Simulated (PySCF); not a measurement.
PySCF input (MN15/def2-TZVPD):

```python
from pyscf import gto, scf, dft

mol = gto.M(
    atom='''
    N    -0.00000000   -0.00000000   -0.13532734
    H     0.00000000    0.00000000    0.94729136
    ''',
    basis='def2-tzvpd',
    charge=1,
    spin=1,
    symmetry='C2v',
    verbose=4,
)

mf = dft.UKS(mol, xc='mn15').density_fit(auxbasis='def2-universal-jkfit')
mf.grids.level = 4
mf.conv_tol = 1e-9
mf.max_cycle = 100
mf.max_memory = 1500
mf.kernel()
if not mf.converged:
    mf = mf.newton()
    mf.kernel(mf.make_rdm1())
mf.analyze()
```

Output:

```
PySCF version 2.14.0

[INPUT] verbose = 4
[INPUT] num. atoms = 2
[INPUT] num. electrons = 7
[INPUT] charge = 1
[INPUT] spin (= nelec alpha-beta = 2S) = 1
[INPUT] symmetry C2v subgroup None
[INPUT] Mole.unit = angstrom
[INPUT] Symbol           X                Y                Z      unit          X                Y                Z       unit  Magmom
[INPUT]  1 N      0.000000000000   0.000000000000  -0.135327340000 AA    0.000000000000   0.000000000000  -0.255731609766 Bohr   0.0
[INPUT]  2 H      0.000000000000   0.000000000000   0.947291360000 AA    0.000000000000   0.000000000000   1.790121230567 Bohr   0.0

nuclear repulsion = 3.42155597020447
point group symmetry = Coov, use subgroup C2v
symmetry origin: [ 0.0000000e+00  0.0000000e+00 -4.7243153e-09]
symmetry axis x: [1. 0. 0.]
symmetry axis y: [0. 1. 0.]
symmetry axis z: [0. 0. 1.]
num. orbitals of irrep A1 = 22
num. orbitals of irrep A2 = 4
num. orbitals of irrep B1 = 10
num. orbitals of irrep B2 = 10
number of shells = 18
number of NR pGTOs = 63
number of NR cGTOs = 46
basis = def2-tzvpd
ecp = {}

******** <class 'pyscf.df.df_jk.DFSymAdaptedUKS'> ********
method = DFSymAdaptedUKS
initial guess = minao
damping factor = 0
level_shift factor = 0
DIIS = <class 'pyscf.scf.diis.CDIIS'>
diis_start_cycle = 1
diis_space = 8
diis_damp = 0
SCF conv_tol = 1e-09
SCF conv_tol_grad = None
SCF max_cycles = 100
direct_scf = False
number electrons alpha = 4  beta = 3
XC library pyscf.dft.libxc version 7.1.2
    S. Lehtola, C. Steigemann, M. J. T. Oliveira, and M. A. L. Marques,  SoftwareX 7, 1–5 (2018)
XC functionals = mn15
    H. S. Yu, X. He, S. L. Li, and D. G. Truhlar,  Chem. Sci. 7, 5032–5051 (2016)
    H. S. Yu, X. He, S. L. Li, and D. G. Truhlar,  Chem. Sci. 7, 5032–5051 (2016)
radial grids:
    Treutler-Ahlrichs [JCP 102, 346 (1995); DOI:10.1063/1.469408] (M4) radial grids

becke partition: Becke, JCP 88, 2547 (1988); DOI:10.1063/1.454033
pruning grids: <function nwchem_prune>
grids dens level: 4
symmetrized grids: C2v
atomic radii adjust function: <function treutler_atomic_radii_adjust>
small_rho_cutoff = 0
Freeze 0 electrons in irreps []
    7 free electrons in irreps A1 A2 B1 B2
Set gradient conv threshold to 3.16228e-05
tot grids = 43584
******** <class 'pyscf.df.df.DF'> ********
auxbasis = def2-universal-jkfit
init E= -54.916258070298
alpha HOMO (B1) = -0.225618953595514  LUMO (B2) = -0.225618953595514
beta  HOMO (A1) = -0.36780025937507  LUMO (B1) = -0.225618953595514

WARN: HOMO -0.225618953595514 >= LUMO -0.225618953595514

WARN: alpha-B1 HOMO -0.225618953595514 > system LUMO -0.225618953595514

cycle= 1 E= -54.5738348311069  delta_E= 0.342  |g|= 0.432  |ddm|= 0.675
alpha HOMO (B1) = -0.997017153418605  LUMO (B2) = -0.786773966537798
beta  HOMO (A1) = -1.01372189994353  LUMO (B2) = -0.770163983618793
  HOMO = -0.997017153419  LUMO = -0.786773966538  gap/eV = 5.72101
cycle= 2 E= -54.6471652372224  delta_E= -0.0733  |g|= 0.283  |ddm|= 0.47
alpha HOMO (B1) = -0.846480566504114  LUMO (B2) = -0.625390612618186
beta  HOMO (A1) = -0.877731253727077  LUMO (B2) = -0.603226306658332
  HOMO = -0.846480566504  LUMO = -0.625390612618  gap/eV = 6.01616
cycle= 3 E= -54.6769734549826  delta_E= -0.0298  |g|= 0.016  |ddm|= 0.175
alpha HOMO (B1) = -0.836809341042094  LUMO (B2) = -0.609845506239298
beta  HOMO (A1) = -0.866140796163847  LUMO (B2) = -0.587654562548226
  HOMO = -0.836809341042  LUMO = -0.609845506239  gap/eV = 6.17600
cycle= 4 E= -54.6771072564484  delta_E= -0.000134  |g|= 0.00319  |ddm|= 0.0314
alpha HOMO (B1) = -0.836487574354116  LUMO (B2) = -0.608807499332072
beta  HOMO (A1) = -0.864672370268224  LUMO (B2) = -0.586693128169446
  HOMO = -0.836487574354  LUMO = -0.608807499332  gap/eV = 6.19549
cycle= 5 E= -54.6771150669921  delta_E= -7.81e-06  |g|= 0.000845  |ddm|= 0.00511
alpha HOMO (B1) = -0.836813293646597  LUMO (B2) = -0.609057747675646
beta  HOMO (A1) = -0.864796817444251  LUMO (B2) = -0.58694080959435
  HOMO = -0.836813293647  LUMO = -0.609057747676  gap/eV = 6.19754
cycle= 6 E= -54.6771159134122  delta_E= -8.46e-07  |g|= 0.000236  |ddm|= 0.00127
alpha HOMO (B1) = -0.836829227272666  LUMO (B2) = -0.60905837458501
beta  HOMO (A1) = -0.864735623719252  LUMO (B2) = -0.586935504132011
  HOMO = -0.836829227273  LUMO = -0.609058374585  gap/eV = 6.19796
cycle= 7 E= -54.677116017617  delta_E= -1.04e-07  |g|= 4.1e-05  |ddm|= 0.000546
alpha HOMO (B1) = -0.836836269965306  LUMO (B2) = -0.609065685724381
beta  HOMO (A1) = -0.864735658759745  LUMO (B2) = -0.586940023865535
  HOMO = -0.836836269965  LUMO = -0.609065685724  gap/eV = 6.19795
cycle= 8 E= -54.6771160204267  delta_E= -2.81e-09  |g|= 3.83e-06  |ddm|= 8.91e-05
alpha HOMO (B1) = -0.836835066449368  LUMO (B2) = -0.609064792937481
beta  HOMO (A1) = -0.864734680866491  LUMO (B2) = -0.586939308358647
  HOMO = -0.836835066449  LUMO = -0.609064792937  gap/eV = 6.19794
cycle= 9 E= -54.6771160204466  delta_E= -2e-11  |g|= 3.28e-07  |ddm|= 1.02e-05
alpha HOMO (B1) = -0.836834987390346  LUMO (B2) = -0.609064760689925
beta  HOMO (A1) = -0.864734674524914  LUMO (B2) = -0.586939367470174
  HOMO = -0.83683498739  LUMO = -0.60906476069  gap/eV = 6.19794
Extra cycle  E= -54.6771160204467  delta_E= -3.55e-14  |g|= 1.04e-07  |ddm|= 7.15e-07
converged SCF energy = -54.6771160204467  <S^2> = 0.75142641  2S+1 = 2.0014259
**** SCF Summaries ****
Total Energy =                         -54.677116020446682
Nuclear Repulsion Energy =               3.421555970204468
One-electron Energy =                  -77.457244537389357
Two-electron Energy =                   19.358572546738209
Two-electron Coulomb Energy =           26.069290842859690
DFT Exchange-Correlation Energy =       -6.710718296121483
HOMO-LUMO gap [eV] =                     6.197943562608064
Wave-function symmetry = B1
alpha occupancy for each irrep:     A1   A2   B1   B2
                                     3    0    1    0
beta  occupancy for each irrep:     A1   A2   B1   B2
                                     3    0    0    0
**** MO energy ****
alpha MO #1 (A1 #1), energy= -14.7428417451455 occ= 1
alpha MO #2 (A1 #2), energy= -1.32980130929576 occ= 1
alpha MO #3 (A1 #3), energy= -0.898363604584787 occ= 1
alpha MO #4 (B1 #1), energy= -0.836834987390346 occ= 1
alpha MO #5 (B2 #1), energy= -0.609064760689925 occ= 0
alpha MO #6 (A1 #4), energy= -0.220812168795838 occ= 0
alpha MO #7 (A1 #5), energy= -0.0852260008934422 occ= 0
alpha MO #8 (B1 #2), energy= -0.0488275367289389 occ= 0
alpha MO #9 (B2 #2), energy= -0.0393092204835136 occ= 0
alpha MO #10 (A1 #6), energy= 0.030641008472891 occ= 0
alpha MO #11 (A1 #7), energy= 0.0689355970943649 occ= 0
alpha MO #12 (A2 #1), energy= 0.0871319416035345 occ= 0
alpha MO #13 (B1 #3), energy= 0.0899134780302049 occ= 0
alpha MO #14 (A1 #8), energy= 0.0937452580463906 occ= 0
alpha MO #15 (B2 #3), energy= 0.0985593490149799 occ= 0
alpha MO #16 (B1 #4), energy= 0.2723795620615 occ= 0
alpha MO #17 (B2 #4), energy= 0.287354839109943 occ= 0
alpha MO #18 (A1 #9), energy= 0.301433474009656 occ= 0
alpha MO #19 (A1 #10), energy= 0.355653152464157 occ= 0
alpha MO #20 (A1 #11), energy= 0.491395597738769 occ= 0
alpha MO #21 (B1 #5), energy= 0.870550683656356 occ= 0
alpha MO #22 (B2 #5), energy= 0.871848202571309 occ= 0
alpha MO #23 (A2 #2), energy= 0.875717467616334 occ= 0
alpha MO #24 (A1 #12), energy= 0.881963722314907 occ= 0
alpha MO #25 (A1 #13), energy= 0.990155043554125 occ= 0
alpha MO #26 (B1 #6), energy= 1.43751656524581 occ= 0
alpha MO #27 (B2 #6), energy= 1.44582387655046 occ= 0
alpha MO #28 (B1 #7), energy= 1.71525602096938 occ= 0
alpha MO #29 (A1 #14), energy= 1.74623660990579 occ= 0
alpha MO #30 (B2 #7), energy= 1.75024147524137 occ= 0
alpha MO #31 (A1 #15), energy= 1.80448643428885 occ= 0
alpha MO #32 (A1 #16), energy= 2.2378328653986 occ= 0
alpha MO #33 (A1 #17), energy= 2.53424680531548 occ= 0
alpha MO #34 (B1 #8), energy= 3.28614410144394 occ= 0
alpha MO #35 (B2 #8), energy= 3.28743727449695 occ= 0
alpha MO #36 (A2 #3), energy= 3.31449386442022 occ= 0
alpha MO #37 (A1 #18), energy= 3.32648457140676 occ= 0
alpha MO #38 (B1 #9), energy= 3.64508363572046 occ= 0
alpha MO #39 (B2 #9), energy= 3.65131215682923 occ= 0
alpha MO #40 (A2 #4), energy= 3.92474865360238 occ= 0
alpha MO #41 (A1 #19), energy= 3.95072576837418 occ= 0
alpha MO #42 (B1 #10), energy= 4.07679990150788 occ= 0
alpha MO #43 (B2 #10), energy= 4.0931103851822 occ= 0
alpha MO #44 (A1 #20), energy= 4.17502680857754 occ= 0
alpha MO #45 (A1 #21), energy= 4.77957682202709 occ= 0
alpha MO #46 (A1 #22), energy= 29.7106009199484 occ= 0
beta  MO #1 (A1 #1), energy= -14.7287281347871 occ= 1
beta  MO #2 (A1 #2), energy= -1.26855550622059 occ= 1
beta  MO #3 (A1 #3), energy= -0.864734674524914 occ= 1
beta  MO #4 (B2 #1), energy= -0.586939367470174 occ= 0
beta  MO #5 (B1 #1), energy= -0.517080002506814 occ= 0
beta  MO #6 (A1 #4), energy= -0.22952840184638 occ= 0
beta  MO #7 (A1 #5), energy= -0.0750038691781363 occ= 0
beta  MO #8 (B2 #2), energy= -0.0367051090385319 occ= 0
beta  MO #9 (B1 #2), energy= -0.0237381602536607 occ= 0
beta  MO #10 (A1 #6), energy= 0.0344899646669994 occ= 0
beta  MO #11 (A1 #7), energy= 0.0703121100273378 occ= 0
beta  MO #12 (B2 #3), energy= 0.0977419444870075 occ= 0
beta  MO #13 (B1 #3), energy= 0.115492809704158 occ= 0
beta  MO #14 (A2 #1), energy= 0.120036226500658 occ= 0
beta  MO #15 (A1 #8), energy= 0.120754367281453 occ= 0
beta  MO #16 (B2 #4), energy= 0.297459746942664 occ= 0
beta  MO #17 (A1 #9), energy= 0.307256124724443 occ= 0
beta  MO #18 (B1 #4), energy= 0.327921467480013 occ= 0
beta  MO #19 (A1 #10), energy= 0.355743478061697 occ= 0
beta  MO #20 (A1 #11), energy= 0.502208352968385 occ= 0
beta  MO #21 (B2 #5), energy= 0.864310370625326 occ= 0
beta  MO #22 (B1 #5), energy= 0.895941357595216 occ= 0
beta  MO #23 (A1 #12), energy= 0.927100201177566 occ= 0
beta  MO #24 (A2 #2), energy= 0.940852330249067 occ= 0
beta  MO #25 (A1 #13), energy= 1.01097910039993 occ= 0
beta  MO #26 (B2 #6), energy= 1.42932417258678 occ= 0
beta  MO #27 (B1 #6), energy= 1.46377204780914 occ= 0
beta  MO #28 (A1 #14), energy= 1.69468094717676 occ= 0
beta  MO #29 (B2 #7), energy= 1.75952605560196 occ= 0
beta  MO #30 (A1 #15), energy= 1.81207700889774 occ= 0
beta  MO #31 (B1 #7), energy= 1.85553578262565 occ= 0
beta  MO #32 (A1 #16), energy= 2.19909908769356 occ= 0
beta  MO #33 (A1 #17), energy= 2.52093465068563 occ= 0
beta  MO #34 (A1 #18), energy= 3.36631139922314 occ= 0
beta  MO #35 (A2 #3), energy= 3.36923486924608 occ= 0
beta  MO #36 (B2 #8), energy= 3.40712871071011 occ= 0
beta  MO #37 (B1 #8), energy= 3.41823472792912 occ= 0
beta  MO #38 (B2 #9), energy= 3.56761437191677 occ= 0
beta  MO #39 (B1 #9), energy= 3.65232952940501 occ= 0
beta  MO #40 (A1 #19), energy= 3.98717909062898 occ= 0
beta  MO #41 (B2 #10), energy= 4.03326650505058 occ= 0
beta  MO #42 (A2 #4), energy= 4.07525216659951 occ= 0
beta  MO #43 (B1 #10), energy= 4.12126731530637 occ= 0
beta  MO #44 (A1 #20), energy= 4.1555858455132 occ= 0
beta  MO #45 (A1 #21), energy= 4.66858951485699 occ= 0
beta  MO #46 (A1 #22), energy= 29.7698570823398 occ= 0
 ** Mulliken pop alpha/beta on meta-lowdin orthogonal AOs **
 ** Mulliken pop       alpha | beta **
pop of  0 N 1s        0.99990 | 0.99991
pop of  0 N 2s        0.92063 | 0.91695
pop of  0 N 3s        0.00268 | 0.00266
pop of  0 N 4s        0.00035 | 0.00027
pop of  0 N 5s        0.00002 | 0.00003
pop of  0 N 6s        0.00001 | 0.00000
pop of  0 N 2px       0.99564 | 0.00000
pop of  0 N 2py       0.00000 | 0.00000
pop of  0 N 2pz       0.77129 | 0.75546
pop of  0 N 3px       0.00156 | 0.00000
pop of  0 N 3py       0.00000 | 0.00000
pop of  0 N 3pz       0.00343 | 0.00298
pop of  0 N 4px       0.00002 | 0.00000
pop of  0 N 4py       0.00000 | 0.00000
pop of  0 N 4pz       0.00047 | 0.00022
pop of  0 N 3dxy      0.00000 | 0.00000
pop of  0 N 3dyz      0.00000 | 0.00000
pop of  0 N 3dz^2     0.00505 | 0.00479
pop of  0 N 3dxz      0.00177 | 0.00000
pop of  0 N 3dx2-y2    0.00000 | 0.00049
pop of  0 N 4dxy      0.00000 | 0.00000
pop of  0 N 4dyz      0.00000 | 0.00000
pop of  0 N 4dz^2     0.00030 | 0.00021
pop of  0 N 4dxz      0.00024 | 0.00000
pop of  0 N 4dx2-y2    0.00001 | 0.00000
pop of  0 N 5dxy      0.00000 | 0.00000
pop of  0 N 5dyz      0.00000 | 0.00000
pop of  0 N 5dz^2     0.00010 | 0.00004
pop of  0 N 5dxz      0.00004 | 0.00000
pop of  0 N 5dx2-y2    0.00000 | 0.00000
pop of  0 N 4f-3      0.00000 | 0.00000
pop of  0 N 4f-2      0.00000 | 0.00000
pop of  0 N 4f-1      0.00000 | 0.00000
pop of  0 N 4f+0      0.00019 | 0.00033
pop of  0 N 4f+1      0.00000 | 0.00000
pop of  0 N 4f+2      0.00000 | 0.00004
pop of  0 N 4f+3      0.00001 | 0.00000
pop of  1 H 1s        0.28320 | 0.30307
pop of  1 H 2s        0.00802 | 0.00845
pop of  1 H 3s        0.00346 | 0.00348
pop of  1 H 2px       0.00012 | 0.00000
pop of  1 H 2py       0.00000 | 0.00000
pop of  1 H 2pz       0.00075 | 0.00049
pop of  1 H 3px       0.00060 | 0.00000
pop of  1 H 3py       0.00000 | 0.00000
pop of  1 H 3pz       0.00015 | 0.00013
In total             4.00000 | 3.00000
 ** Mulliken atomic charges   ( Nelec_alpha | Nelec_beta ) **
charge of  0N =      0.61191  (     3.70370      2.68438 )
charge of  1H =      0.38809  (     0.29630      0.31562 )

WARN: System has nonzero charge 1; the dipole moment is origin-dependent.
Location of origin: [0. 0. 0.]

Dipole moment(X, Y, Z, Debye):  0.00000,  0.00000,  1.75855
```
